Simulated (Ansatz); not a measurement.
Li₃Al₃. Charge 0, multiplicity 3. Geometry PBE-D4/def2-SVP, that of the neutral singlet; atoms count from 1.

```xyz
6

Li    0.088   -0.336    1.835
Li    1.144   -2.562   -0.651
Li   -1.812    1.385   -0.167
Al    0.610    2.489    0.271
Al    1.087    0.185   -0.626
Al   -1.118   -1.161   -0.663
```

At PBE0-D4/def2-TZVP a singlet of charge 0 lies 0.35 eV below the triplet at the same geometry. The structure comes from a short search, and lower isomers may exist.

(1) Estimate the Mulliken populations from the PBE0/def2-TZVP orbitals of Ansatz.

(2) Where does the spin sit?

(3) And the Mayer bond orders between bonded heavy atoms (over 0.3)?

## Answers

(1) 
```
atom  charge (e)  spin (α − β)
 Li1        0.43          0.02
 Li2        0.51          0.07
 Li3        0.52          0.18
 Al4       -0.28          0.73
 Al5       -0.51          0.38
 Al6       -0.66          0.62
```
Mulliken values and Mayer orders depend strongly on the basis.

(2) Summed by element: Li 0.27, Al 1.73, of 2 unpaired in all. Largest on single atoms: Al4 0.73, Al6 0.62, Al5 0.38.

(3) Li1–Al5 0.34 (2.71 Å); Li2–Al5 0.32 (2.75 Å); Li2–Al6 0.36 (2.66 Å); Li3–Al6 0.34 (2.68 Å); Al4–Al5 1.04 (2.52 Å); Al5–Al6 1.16 (2.58 Å). Values over 0.3 also appear between atoms too far apart for a bond (Al4–Al6 0.49 at 4.14 Å); they arise where an orbital or an unpaired electron spreads over both atoms.
